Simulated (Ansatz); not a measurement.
Diborane tri Cl (B₂H₃Cl₃), relaxed as a singlet with RKS r2SCAN-D4/def2-SVP in Ansatz, starting from the GFN1-xTB geometry. Force threshold 0.02 eV/Å.

Start:

```
atom   x (Å)   y (Å)   z (Å)
  B1   0.081  -0.556  -0.724
 Cl2  -0.553  -0.145  -2.322
 Cl3   0.914  -2.087  -0.466
  H4  -0.880  -0.334   0.231
  B5  -0.139   0.661   0.701
 Cl6   0.482   0.285   2.319
  H7  -0.704   1.673   0.480
  H8   0.799   0.503  -0.219
```

Task: Estimate the energy that the relaxation releases and the steps that it takes.

Result: 5.8 kJ/mol, in 5 steps; 17 s on 4 threads of Arm Neoverse N1 on a shared host. No frequencies were taken in this run, so the end may be a saddle point.

Task: Does the start keep its bonding and symmetry?

Result: By distances, no bond broke or formed. The bond that changes most is B1–B5, from 1.89 to 1.80 Å (atoms count from 1). Point group Cs at the start, Cs at the end, both within 0.05 Å.

Task: Predict the relaxed structure.

Result: 
```xyz
8

B     0.080   -0.532   -0.687
Cl   -0.559   -0.113   -2.286
Cl    0.916   -2.065   -0.420
H    -0.909   -0.346    0.224
B    -0.133    0.631    0.676
Cl    0.491    0.251    2.290
H    -0.707    1.659    0.446
H     0.820    0.515   -0.241
```
Bond lengths: 3 × B–Cl 1.77 Å; 1 × B–B 1.80 Å; 5 × B–H 1.20 to 1.36 Å.
